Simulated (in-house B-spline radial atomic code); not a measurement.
## The lead ion Pb⁶¹⁺: [He] 2s1 2p6 3s2 3p6 3d4 (with a hole in an inner shell)

Method: Dirac-Hartree-Fock, average of configuration, Fermi nucleus of rms radius 5.5012 fm. Calculated with a B-spline radial code for spherical atoms.

Effective charges: Z_r = [3n² - l(l+1)]/(2<r>) from the radius, Z_e = n√(-2ε) from the energy, and Slater's rules. Values are occupation-weighted means over j. An effective charge above Z reflects the relativistic contraction of the inner shells.

```json
{"shell": "1s", "electrons": "2", "ε (eV)": "-93346", "<r> (bohr)": "0.01605", "Z_r": "93.45", "Z_e": "82.83", "Slater": "81.70"}
{"shell": "2s", "electrons": "1", "ε (eV)": "-20505", "<r> (bohr)": "0.06638", "Z_r": "90.38", "Z_e": "77.64", "Slater": "78.20"}
{"shell": "2p", "electrons": "6", "ε (eV)": "-18372", "<r> (bohr)": "0.06007", "Z_r": "83.24", "Z_e": "73.49", "Slater": "78.20"}
{"shell": "3s", "electrons": "2", "ε (eV)": "-7797.6", "<r> (bohr)": "0.1647", "Z_r": "81.99", "Z_e": "71.82", "Slater": "71.60"}
{"shell": "3p", "electrons": "6", "ε (eV)": "-7167.8", "<r> (bohr)": "0.1637", "Z_r": "76.34", "Z_e": "68.86", "Slater": "71.60"}
{"shell": "3d", "electrons": "4", "ε (eV)": "-6572.5", "<r> (bohr)": "0.1465", "Z_r": "71.66", "Z_e": "65.94", "Slater": "63.95"}
```

The least bound orbital is 3d5/2 at -6522 eV, while the most diffuse is 3p3/2 (<r> = 0.1682 bohr against 0.1482 bohr): energy order and size order differ. The part-filled 2s shell lies below the filled 3p shell in orbital energy.

Spin-orbit splittings of the orbital energies (j = l + 1/2 above j = l - 1/2 when positive): 2p 2243 eV, 3p 569.7 eV, 3d 127.4 eV.

For the 1s electron the small component carries 9.78 % of the norm, the zero-frequency Breit interaction raises the level by 331.4 eV, self-energy by 223 eV, and vacuum polarisation lowers it by 47.58 eV.

The density falls to 0.001 bohr⁻³ at 0.5397 bohr; Σ<r²> = 0.38094 bohr² gives, by the non-relativistic formula and without the paramagnetism of open shells, a Langevin diamagnetic susceptibility of -0.3017×10⁻⁶ cm³/mol.
